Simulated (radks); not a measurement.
Problem. The mean radii <r> (bohr) of the occupied orbitals of an atom or ion are listed with their occupations. Calculated with a radial shooting solver on a logarithmic mesh with Libxc functionals: Dirac Kohn-Sham, relativistic LDA (MacDonald-Vosko exchange, VWN5 correlation), spin-unpolarised, spherical densities, finite nucleus; Fermi nuclear charge, rms radius of each element as measured or else 0.836 A^(1/3) + 0.57 fm.

orbital  occ.      <r>
1s1/2       2  0.02792
2s1/2       2   0.1191
2p1/2       2   0.1004
2p3/2       4   0.1059
3s1/2       2   0.3035
3p1/2       2   0.2907
3p3/2       4   0.2999
3d3/2       4   0.2647

Name the element and its charge. Open shells, if any, fill j = l - 1/2 first.

Solution. Z = 52, tellurium, charge +30: Te30+ in [Ar] 3d4. The 1s radius gives Z: for a bare nucleus <r> = (2 gamma + 1)/(2Z) with gamma = sqrt(1 - (Z/c)^2), 0.02741 bohr for Z = 52, and screening makes it slightly larger (0.02792 here). The occupations add up to 22, and the charge is Z minus that.
